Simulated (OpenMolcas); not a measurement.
# Ti2+ in a point-charge field

Ti2+ among 6 point charges of -1 e arranged as a trigonal prism (D3h), 2.24 Å from the ion, with a polar angle of 45.7° against the regular 49.1°.

```json
{
  "Program": "OpenMolcas",
  "Method": "CASSCF",
  "Basis": "ANO-RCC-VDZP [5s4p2d1f]",
  "Scalar Hamiltonian": "DKH2, point nucleus",
  "Active space": "2 electrons in 5 orbitals (3d)",
  "State averaging": "2S+1 = 3 even, 10 roots; 2S+1 = 1 even, 15 roots",
  "Spin-orbit coupling": "RASSI with atomic mean-field integrals over the reference wave functions"
}
```

The lowest spin-free states (labels of D3, the rotations of D3h), above the lowest:

```csv
State,Degeneracy,E (cm-1),Free-ion L (%)
3E,2,0.0,F (100)
3A1,1,2197,F (100)
3A2,1,2210,F (100)
3A2,1,3059,F (77)
3E,2,3348,F (99)
1A1,1,9349,D (98)
1E,2,12615,G (84)
1E,2,12835,D (65)
1E,2,13035,D (99)
3A2,1,14308,P (77)
3E,2,17249,P (99)
1A1,1,18834,G (100)
1A2,1,18902,G (100)
1A1,1,21044,G (97)
1E,2,21469,G (99)
1E,2,23431,G (81)
1A1,1,44106,S (95)
```

The lowest levels with spin-orbit coupling:

```csv
E (cm-1),Degeneracy,Label,2S+1,g
0.0,2,E,3,0.00 0.00 0.03
113.5,2,E,3,0.00 0.00 3.97
238.8,2,,3,0.00 0.00 7.97
2148,2,E,3,0.00 0.00 1.97
2328,1,A2,3,
2341,1,A1,3,
2513,2,E,3,0.00 0.00 9.97
3068,1,A1,3,
3131,2,E,3,0.00 0.00 3.73
3418,1,A2,3,
3525,1,A1,3,
3531,2,E,3,0.00 0.00 2.25
3536,2,E,3,0.00 0.00 5.98
9481,1,A1,1,
12742,2,E,1,0.00 0.00 5.52
12959,2,E,1,0.00 0.00 1.57
13146,2,E,1,0.00 0.00 1.99
14433,1,A1,3,
14448,2,E,3,0.00 0.00 3.98
17313,1,A2,3,
```

Powder χT (cm3 K/mol): 0.0112 at 2 K, 0.0557 at 10 K, 0.288 at 50 K, 0.573 at 100 K, 0.949 at 200 K, 1.15 at 300 K. The effective moment at 300 K is 2.828 √(χT) = 3.04 μB.

The lowest level has 2S+1 = 3, for which the spin-only value is χT = S(S+1) / 2 = 1.000 cm3 K/mol (g = 2). The computed 1.155 at 300 K differs by +0.155, through orbital momentum, spin-orbit coupling and any other state in reach.

An orbital doublet at a regular site is open to a Jahn-Teller distortion, which this geometry leaves out. Without dynamic correlation the repulsion within the d shell is too large (B by tens of per cent), so at a given field states of lower spin stand too high. The ground term spreads over less than 5000 cm-1, several times less than with real ligands, so orbital moments are less quenched and χT lies further from the spin-only value than at real sites. Point charges carry no covalency, so the field is a model and not that of real ligands. No measured value stands beside these numbers.

With an even number of electrons the g values are those of a degenerate or nearly degenerate non-Kramers pair.
